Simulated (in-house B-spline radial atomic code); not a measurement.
Configurations of Tc VIII (Tc7+), with energies counted from [Ar] 3d10 4s2 4p6. Method: Dirac-Hartree-Fock, average of configuration, Fermi nucleus of rms radius 4.41117 fm. Calculated with a B-spline radial code for spherical atoms. Energies include first-order Breit, QED and recoil terms.

Occupations are held fixed; configurations that lie above the ionisation limit could autoionise.

| configuration | E - E(ref) (eV) | highest orbital | its <r> (bohr) |
| --- | --- | --- | --- |
| [Ar] 3d10 4s2 (4p1/2)1 (4p3/2)4 (4d3/2)1 | 48.426 | 4d3/2 | 1.276 |
| [Ar] 3d10 4s2 (4p1/2)1 (4p3/2)4 7s1 | 122.81 | 7s1/2 | 5.371 |
| [Ar] 3d10 4s1 4p6 (7f5/2)1 | 168.15 | 7f5/2 | 7.653 |
| [Ar] (3d3/2)3 (3d5/2)6 4s2 4p6 8s1 | 359.3 | 8s1/2 | 7.519 |
| [Ne] 3s2 (3p1/2)1 (3p3/2)4 3d10 4s2 4p6 6s1 | 527.29 | 6s1/2 | 3.517 |
| [Ne] 3s2 (3p1/2)1 (3p3/2)4 3d10 4s2 4p6 (5g7/2)1 | 539.27 | 5g7/2 | 3.383 |

Task: Order these further configurations by energy, lowest first.
A. [Ar] (3d3/2)4 (3d5/2)5 4s2 4p6 (8g7/2)1
B. [Ar] 3d10 4s1 4p6 (6g9/2)1
C. [Ar] 3d10 4s1 4p6 (5p3/2)1
D. [Ar] 3d10 4s1 4p6 (5f5/2)1
E. [Ar] (3d3/2)3 (3d5/2)6 4s2 4p6 (7p3/2)1

Result: C (117.71 eV), D (148.47 eV), B (163.12 eV), E (352.89 eV), A (363.7 eV).

Task: How far above the reference does [Ne] 3s2 (3p1/2)1 (3p3/2)4 3d10 4s2 4p6 (7d5/2)1 lie?

Result: 550.22 eV; its least bound orbital is 7d5/2 with <r> = 6.45 bohr.

Task: How far above the reference does [Ar] 3d10 4s2 (4p1/2)1 (4p3/2)4 (7f7/2)1 lie?

Result: 134.07 eV; its least bound orbital is 7f7/2 with <r> = 7.664 bohr.
